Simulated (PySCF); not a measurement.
C2H3Cl3O2Si: core ionisation energies

Species: Si(OAc)Cl3, C2H3Cl3O2Si.
Cartesian coordinates in Å at the PBE0-D3(BJ)/def2-SVP level; atoms count from 1:
```
atom  x, y, z in Å
Si1   -0.300   -0.589   -1.842
O2    -0.300   -0.502   -0.171
C3     0.283    0.520    0.515
C4     0.173    0.322    1.991
O5     0.811    1.436   -0.046
H6     0.609    1.179    2.514
H7     0.696   -0.604    2.273
H8    -0.883    0.193    2.271
Cl9    1.595   -0.709   -2.560
Cl10  -1.283    0.978   -2.676
Cl11  -1.303   -2.310   -2.238
```

Computed with delta-SCF UKS SCAN, pcX-2 on the ionised atom, pcseg-1 elsewhere, spin-free X2C in PySCF. Each binding energy is the total energy of the core-ionised species, with the hole localised on one atom, minus that of the ground state; both are solved self-consistently, so orbital relaxation is included.

Q: Give the core binding energies atom by atom.

A: 
```csv
atom(s),bonded to,level,binding energy (eV),2p1/2 (eV),above the level's lowest (eV),count
Si1,O and 3 Cl,Si 2p3/2,110.13,110.76,0.00,1
Si1,O and 3 Cl,Si 1s,1850.40,–,0.00,1
O2,C and Si,O 1s,539.67,–,+1.22,1
C3,2 O and C,C 1s,295.48,–,+3.63,1
C4,C and 3 H,C 1s,291.85,–,0.00,1
O5,C,O 1s,538.45,–,0.00,1
Cl9/Cl10/Cl11,Si,Cl 2p3/2,206.74,208.40,0.00,3
Cl9/Cl10/Cl11,Si,Cl 1s,2829.34,–,0.00,3
```

Lowest listed C 1s: C4, bonded to C and 3 H. Highest, 3.63 eV above it: C3, bonded to 2 O and C.

The listed O 1s values span 1.22 eV, from O5 (bonded to C) to O2 (bonded to C and Si).

Q: Which photon energy gives electrons from C 1s of C3 a kinetic energy of 20 eV, and what is their de Broglie wavelength?

A: hν = 295.48 + 20 = 315.48 eV, recoil neglected; λ = 12.264 Å/√(E/eV) = 2.74 Å.

Q: Express the binding energy of C 1s of C3 in atomic units and per mole.

A: 295.48 eV = 10.8587 Eh = 28509 kJ/mol.

One atom of each set of topologically equivalent atoms was ionised and stands for the set; in this conformer not all members are related by symmetry, and their own values weren't computed. Spin–orbit and ligand-field terms were added within each 2p shell after the spin-free SCF. 2p1/2 minus 2p3/2 (ligand field included): Si 0.63 eV, Cl 1.65 eV. Isolated species at its PBE0-D3(BJ)/def2-SVP geometry (one conformer only).

Hardware: an AMD EPYC with one thread, on a shared host. Cost: 2.1 min, 0.68 GiB resident at most.
